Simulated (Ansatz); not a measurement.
Start from `BCS[SiH2][SiH3]` and change one atom or group to get `CS[SiH2][SiH3]`.

Ansatz, PBE0-D4/def2-TZVP geometries, multiplicity 1. Each molecule was computed in one conformer, which needn't be the lowest.

| property | `BCS[SiH2][SiH3]` |
| --- | --- |
| HOMO energy (ωB97M-V/def2-TZVPP) / eV | -8.97 |
| HOMO energy (PBE0/def2-TZVPP) / eV | -6.86 |
| LUMO energy (PBE0/def2-TZVPP) / eV | -1.70 |
| size of the dipole moment (PBE/def2-TZVPP) / D | 1.33 |
| size of the dipole moment (ωB97M-V/def2-TZVPP) / D | 1.36 |
| size of the dipole moment (B3LYP/def2-TZVPP) / D | 1.35 |

What does the change do to each property? (An estimate is asked.)

The calculation gave: 
```tsv
property	`CS[SiH2][SiH3]`	shift
HOMO energy (ωB97M-V/def2-TZVPP) / eV	-9.14	-0.17
HOMO energy (PBE0/def2-TZVPP) / eV	-6.94	-0.08
LUMO energy (PBE0/def2-TZVPP) / eV	-0.16	1.54
size of the dipole moment (PBE/def2-TZVPP) / D	1.30	-0.03
size of the dipole moment (ωB97M-V/def2-TZVPP) / D	1.29	-0.07
size of the dipole moment (B3LYP/def2-TZVPP) / D	1.31	-0.04
```

With PBE0 the HOMO falls by 0.08 eV and the LUMO rises by 1.54 eV, so the gap widens by about 1.62 eV. PBE moves the HOMO by -0.02 eV and ωB97M-V by -0.17 eV. Dipoles are sizes alone; their direction can turn.

Positive LUMOs are unbound, so they and the gaps depend on the basis.

B3LYP here is the variant with VWN-RPA as its local correlation; programs differ in this.
